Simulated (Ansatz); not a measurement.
Species: C$_{3}$H$_{9}$BN, net charge 0, doublet state. It need not be the lowest isomer of its formula. 
Geometry from a B3LYP-D3(BJ)/def2-TZVP (Ansatz, a program for electronic structure) optimisation:
SMILES: N(C)B(C)[CH2]
```xyz
14

C      1.2883     0.7696     0.7908
B      0.4573    -0.2645     0.0148
C      1.1131    -1.6300    -0.4515
N     -0.8966    -0.0275    -0.2992
C     -1.7249     1.1222     0.0055
H      2.3304     0.5894     1.0336
H      0.9227     1.7266     1.1475
H      0.4279    -2.2869    -0.9945
H      1.4961    -2.1926     0.4059
H      1.9758    -1.4479    -1.1002
H     -1.3870    -0.7460    -0.8106
H     -1.1481     1.8618     0.5549
H     -2.5861     0.8429     0.6196
H     -2.1003     1.5971    -0.9058
```
Charge 0, spin multiplicity 2.

Total electronic energies in hartree. Cores are frozen in the correlated levels unless marked. UHF or UKS for open shells. Spin-orbit coupling is left out. Non-relativistic. Basis-set limits of correlation are two-point, X^-3; Hartree-Fock from the larger set. The bracket is a focal-point correction in the basis named.

| level | program | energy (Eh) |
|---|---|---|
| HF/6-31G* | Ansatz | -197.98768 |
| RI-HF/cc-pVQZ | Ansatz | -198.07710 |
| BLYP-D3(BJ)/def2-TZVPD | Ansatz + dftd3 | ___ |
| revPBE-D3(BJ)/def2-TZVPD | Ansatz + dftd3 | -199.37036 |
| r2SCAN-D4/def2-TZVPD | Ansatz + dftd4 | -199.28891 |
| B97M-V/def2-TZVPD | Ansatz | -199.41333 |
| PBE0/6-31G* | Ansatz | -199.08068 |
| PBE0-D4/def2-TZVPD | Ansatz + dftd4 | -199.16744 |
| PBE0/def2-TZVP | Ansatz | -199.15894 |
| BHLYP-D4/def2-TZVPD | Ansatz + dftd4 | -199.30128 |
| r2SCANh-D4/def2-TZVPD | Ansatz + dftd4 | -199.28237 |
| LC-wPBE-D4/def2-TZVPD | Ansatz + dftd4 | ___ |
| wB97M-V/def2-TZVPD | Ansatz | -199.29745 |
| MP2/STO-3G | Ansatz | -195.81786 |
| RI-MP2/CBS(cc-pVTZ,cc-pVQZ) | Ansatz | -198.9785 |
| SCS-MP2/6-31G* | Ansatz | -198.58982 |
| SCS-MP2/cc-pVQZ | Ansatz | -198.95082 |
| CCSD/6-31G | Ansatz | -198.38583 |
| CCSD/cc-pVTZ | Ansatz | -198.93023 |
| CCSD(T)/cc-pVTZ | Ansatz | -198.96382 |
| CCSD(T)/cc-pwCVTZ | Ansatz | -198.97505 |
| RI-MP2/CBS(cc-pVTZ,cc-pVQZ)+[CCSD(T)-MP2]/cc-pVQZ | Ansatz | -199.0605 |
| CCSD(T)/CBS(cc-pVTZ,cc-pVQZ) | Ansatz | -199.0560 |

Q: Fill in the missing entries.

A: 
- BLYP-D3(BJ)/def2-TZVPD, energy (Eh): -199.32425
- LC-wPBE-D4/def2-TZVPD, energy (Eh): -199.29132
